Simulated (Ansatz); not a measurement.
Cost and result for the atomization energy of `C1[SiH2]SS1` (8 atoms, 8 bonds).

The species carries charge 0 and has multiplicity 1. The geometry is a stationary point of PBE0-D4/def2-TZVP. Program: Ansatz. All runs use 2 threads of an Arm Neoverse V1 on a shared host. Times are those of one run each, without the atoms' runs, and a repeat can differ threefold. Electronic energies, without spin–orbit coupling; frozen cores. CCSD(T)/CBS adds CCSD(T) − MP2 in def2-TZVPP to the MP2 limit, and its time is that of the two runs behind it. T1 = 0.012. B3LYP takes the VWN-RPA correlation (the form of Gaussian; ORCA's B3LYP/G). HSE06 is the plane-wave form, built on full-range PBE exchange.

CCSD(T)/CBS is a level of theory with its own doubt, some kJ/mol a heavy atom from the limit and from the frozen cores, so smaller differences don't rank the functionals.

```
                             level  functions  wall time  atomization (kJ/mol)  difference from CCSD(T)/CBS  per bond
                  CCSD(T)/def2-SVP         88      2.8 s                2392.4                       -242.7     -30.3
              revPBE-D4/def2-TZVPP        213      2.9 s                2629.4                         -5.7      -0.7
                BLYP-D4/def2-TZVPP        213        3 s                2603.6                        -31.5      -3.9
                PBE0-D4/def2-TZVPP        213      4.7 s                2645.7                         10.6       1.3
               BHLYP-D4/def2-TZVPP        213      4.7 s                2547.1                        -88.0     -11.0
               HSE06-D4/def2-TZVPP        213      4.9 s                2647.8                         12.7       1.6
           CAM-B3LYP-D4/def2-TZVPP        213      5.5 s                2612.0                        -23.1      -2.9
 B3LYP-D4/def2-TZVPP (with forces)        213        7 s                2614.5                        -20.6      -2.6
r2SCAN-D4/def2-TZVPP (with forces)        213      7.5 s                2646.8                         11.7       1.5
                ωB97X-V/def2-TZVPP        213       12 s                2657.3                         22.2       2.8
                    MP2/def2-QZVPP        387       25 s                2639.2                          4.1       0.5
                CCSD(T)/def2-TZVPP        213       81 s                2542.0                        -93.1     -11.6
                 CCSD(T)/CBS(def2)          –      110 s                2635.1                          0.0       0.0
```

From BLYP to BHLYP (50 % exact exchange), in def2-TZVPP and without D4, the atomization energy moves by −36.4 kJ/mol: exact exchange takes away binding that semilocal exchange gives to molecules. In def2-TZVPP, CCSD(T) changes the Hartree–Fock value by +692.9 kJ/mol (the triples alone add +52.4 kJ/mol) and MP2 by +735.2 kJ/mol; breaking electron pairs costs correlation energy, which Hartree–Fock lacks. Leaving LDA and LC-ωPBE aside and taking each functional with its dispersion term where it has one, the values, not all of them listed here, spread over 138.1 kJ/mol, from BHLYP-D4 to PBE-D4. LDA lies +371.4 kJ/mol from PBE without D4, its usual overbinding.
